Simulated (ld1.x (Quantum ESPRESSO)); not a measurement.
# Logarithmic derivatives: carbon, TM

- Element: carbon (C)
- Generator: ld1.x (Quantum ESPRESSO) 7.5
- Type: norm-conserving Troullier–Martins (Kleinman–Bylander form)
- Functional: PBEsol
- Relativity: scalar-relativistic
- Frozen core: [He]
- Valence charge: 4
- Reference configuration: 2s2 2p1 (charge +1)
- Partial waves: 2s (bound): rc 1.05 bohr; 2p (bound): rc 2.15 bohr
- Local potential: the p channel
- Core correction: a·sin(br)/r model core inside 0.55 bohr

The phase is arctan(r·u′/u) with u = r·R(r), unwrapped; energies in Ry, scanned from -4 to 5 Ry. A pole is an energy at which the radial function vanishes at the test radius. The pseudo phase is shifted by a multiple of π to meet the all-electron one at the reference energy, and phase errors are pseudo minus all-electron; the curves can meet again beyond the range given. Levels narrower than the energy grid can be missing from the lists of poles.

```
channel  radius (bohr)  reference energy (Ry)  poles, all-electron  poles, pseudo  unbroken range about the reference energy with phases within 0.05 rad  phase error 1 Ry above the reference energy (rad)
      s           2.34                  -1.88                -1.39          -1.38                                                              below 0.7                                             +0.006
      p           2.34                  -1.24                -0.76          -0.74                                                              below 0.5                                             +0.017
```

Phases in the p channel:

| E (Ry) | all-electron | pseudo |
| --- | --- | --- |
| -4.00 | 1.318 | 1.320 |
| -3.76 | 1.306 | 1.308 |
| -3.52 | 1.292 | 1.294 |
| -3.28 | 1.274 | 1.277 |
| -3.04 | 1.253 | 1.256 |
| -2.80 | 1.226 | 1.230 |
| -2.56 | 1.189 | 1.194 |
| -2.32 | 1.136 | 1.142 |
| -2.08 | 1.050 | 1.057 |
| -1.84 | 0.884 | 0.894 |
| -1.60 | 0.457 | 0.470 |
| -1.36 | -0.600 | -0.598 |
| -1.12 | -1.267 | -1.266 |
| -0.88 | -1.504 | -1.499 |
| -0.64 | -1.622 | -1.613 |
| -0.40 | -1.700 | -1.687 |
| -0.16 | -1.761 | -1.743 |
| 0.08 | -1.819 | -1.793 |
| 0.32 | -1.879 | -1.842 |
| 0.56 | -1.950 | -1.896 |
| 0.80 | -2.041 | -1.959 |
| 1.04 | -2.169 | -2.038 |
| 1.28 | -2.365 | -2.145 |
| 1.52 | -2.683 | -2.299 |
| 1.76 | -3.156 | -2.534 |
| 2.00 | -3.649 | -2.887 |
| 2.24 | -3.994 | -3.333 |
| 2.48 | -4.205 | -3.736 |
| 2.72 | -4.338 | -4.016 |
| 2.96 | -4.428 | -4.196 |
| 3.20 | -4.492 | -4.316 |
| 3.44 | -4.541 | -4.400 |
| 3.68 | -4.579 | -4.462 |
| 3.92 | -4.611 | -4.510 |
| 4.16 | -4.637 | -4.548 |
| 4.40 | -4.660 | -4.579 |
| 4.64 | -4.681 | -4.605 |
| 4.88 | -4.699 | -4.627 |
